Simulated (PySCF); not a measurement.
A PySCF script (with the pyscf-properties extension) for the NMR shieldings of `C=C[C@@H]1CC12CCC2`, C8H12, on a GFN2-xTB geometry:

```python
import basis_set_exchange as bse
import numpy as np
from pyscf import gto, dft
from pyscf.prop import nmr

atoms = """
C     3.026185   -0.509089    0.667503
C     2.008135   -0.250788   -0.137207
C     0.702740   -0.915959   -0.058117
C    -0.085852   -1.163216   -1.326718
C    -0.557929   -0.143680   -0.350977
C    -0.692068    1.353911   -0.576590
C    -2.014085    1.323953    0.212090
C    -1.842173   -0.185586    0.460137
H     3.968597    0.002797    0.577127
H     2.955876   -1.248738    1.448216
H     2.104207    0.495484   -0.915338
H     0.631393   -1.674235    0.713777
H     0.345118   -0.819664   -2.255906
H    -0.630237   -2.092093   -1.412036
H     0.093566    1.949770   -0.113615
H    -0.789363    1.649143   -1.621021
H    -2.011109    1.930311    1.114832
H    -2.889757    1.578249   -0.380629
H    -1.702487   -0.457490    1.505619
H    -2.625904   -0.812403    0.036122
"""
names = dict.fromkeys(["C", "H"], "pcSseg-1")
basis = {el: gto.basis.parse(bse.get_basis(n, elements=[el], fmt="nwchem")) for el, n in names.items()}
mol = gto.M(atom=atoms, basis=basis, charge=0, verbose=0)
mf = dft.RKS(mol, xc="PBE0")
mf.grids.level = 2
mf.grids.alignment = dft.numint.BLKSIZE   # the property module wants whole blocks of grid points
mf.conv_tol = 1e-9
mf.kernel()

calc = nmr.RKS(mf)   # GIAO
C = mf.mo_coeff
Co = C[:, mf.mo_occ > 0]
resp = mf.gen_response(singlet=True, hermi=2)
def vind(x):   # induced exchange potential for any number of trial vectors
    d = np.einsum("pi,xij,qj->xpq", C, 2 * x.reshape(-1, C.shape[1], Co.shape[1]), Co, optimize=True)
    return np.einsum("xpq,pi,qj->xij", resp(d - d.transpose(0, 2, 1)), C, Co, optimize=True).ravel()
mo1, _ = nmr.rhf.solve_mo1(calc, with_cphf=vind)
sigma = calc.kernel(mo1)
for i, s in enumerate(sigma):   # ppm
    print("%2d %-2s %9.2f" % (i, mol.atom_pure_symbol(i), np.trace(s) / 3))
```

**Question.** Give the expected output.

**Answer.** 
```
 0 C      68.33
 1 C      37.86
 2 C     152.32
 3 C     160.85
 4 C     161.72
 5 C     160.04
 6 C     170.98
 7 C     155.50
 8 H      26.44
 9 H      26.26
10 H      26.37
11 H      30.51
12 H      31.38
13 H      30.89
14 H      29.37
15 H      29.67
16 H      29.64
17 H      29.56
18 H      29.45
19 H      29.53
```

These numbers come from an equivalent density-fitted implementation of the same equations, which agrees with the script to about 0.01 ppm for H and up to a few tenths of a ppm for heavy atoms, so last digits may differ.

Size and cost of the density-fitted run: 196 basis functions, 31 s wall time on 1 thread of an Arm Neoverse V2, shared host; peak memory 1 GiB.
